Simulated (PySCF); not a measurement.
Where the electron goes

Compound: C7H12.
Atom-mapped SMILES: `[CH2:1]1[CH2:2][C@H:3]2[CH2:4][C@@H:5]([CH2:6]1)[CH2:7]2` (hydrogens: H8, H9 on C1; H10, H11 on C2; H12 on C3; H13, H14 on C4; H15 on C5; H16, H17 on C6; H18, H19 on C7)

Geometry (GFN2-xTB, Å), atoms numbered from 1 in this order:
```
atom  x, y, z in Å
C1     1.3816    0.6318   -0.3777
C2     0.0544    1.3672   -0.6150
C3    -1.0883    0.6605    0.1098
C4    -1.2747   -0.7338   -0.5047
C5    -0.1533   -1.1883    0.4400
C6     1.1926   -0.8831   -0.2124
C7    -0.5720   -0.0426    1.3753
H8     2.0727    0.8347   -1.1975
H9     1.8433    1.0272    0.5286
H10   -0.1771    1.4024   -1.6825
H11    0.1477    2.3979   -0.2656
H12   -1.9663    1.3020    0.1986
H13   -1.0952   -0.8333   -1.5739
H14   -2.2368   -1.1763   -0.2536
H15   -0.1921   -2.2085    0.8245
H16    2.0095   -1.2834    0.3923
H17    1.2299   -1.3806   -1.1846
H18    0.2014    0.4518    1.9569
H19   -1.3870   -0.3363    2.0340
```

Level of theory: TDDFT CAM-B3LYP/def2-SVPD, vertical, gas phase, core orbitals frozen in the response in PySCF 2.14.0, density-fitted response routines.

Kohn–Sham orbitals with the atoms that hold most of them (Löwdin shares over 4%, at most four atoms; ? is withheld):

```csv
orbital,ε (eV),atoms
LUMO+2,2.02,"H12 10%, H15 10%, C6 9%, C2 9%"
LUMO+1,2.01,"C4 16%, H14 11%, H9 10%, H13 8%"
LUMO,1.37,?
HOMO,-9.23,?
HOMO-1,-9.52,"C4 14%, C3 11%, C5 11%, C7 10%"
HOMO-2,-9.74,"C7 14%, C5 11%, C3 11%, C6 9%"
HOMO-3,-10.43,"C7 19%, C3 15%, C5 15%, C4 14%"
```

Give the leading atoms of the HOMO.

C3 (bonded to 3 C and H) 16%; C5 (bonded to 3 C and H) 16%; C4 (bonded to 2 C and 2 H) 12%; C7 (bonded to 2 C and 2 H) 9%.

Which atoms hold the LUMO, and with what shares?

C7 (bonded to 2 C and 2 H) 9%; C1 (bonded to 2 C and 2 H) 8%; C6 (bonded to 2 C and 2 H) 7%; C2 (bonded to 2 C and 2 H) 7%.

How does S1 compare with the orbital gap of 10.60 eV?

S1 is at 7.78 eV (f = 0.0002), 2.82 eV below the gap, made of HOMO→LUMO (94%). Without the coupling terms of the response equations the lowest excitation would equal the gap.

Give energy, strength and leading configuration of S1, S2 and S3, and follow the Löwdin shares of the leading atoms from the occupied to the empty orbital.

- S1 (7.78 eV, f 0.0002), HOMO→LUMO (94%): C3 16% → at most 7%, C5 16% → at most 7%, C7 9% → 9%, C1 at most 10% → 8%
- S2 (8.06 eV, f 0.028), HOMO-1→LUMO (93%): C4 14% → at most 7%, C3 11% → at most 7%, C7 10% → 9%, C1 at most 10% → 8%
- S3 (8.26 eV, f 0.015), HOMO-2→LUMO (82%): C7 14% → 9%, C5 11% → at most 7%, C1 at most 9% → 8%

Löwdin shares depend on the basis, the more so with diffuse functions.

Hardware: Arm Neoverse V2, one thread, no GPU (shared host). Cost: 62 s wall.
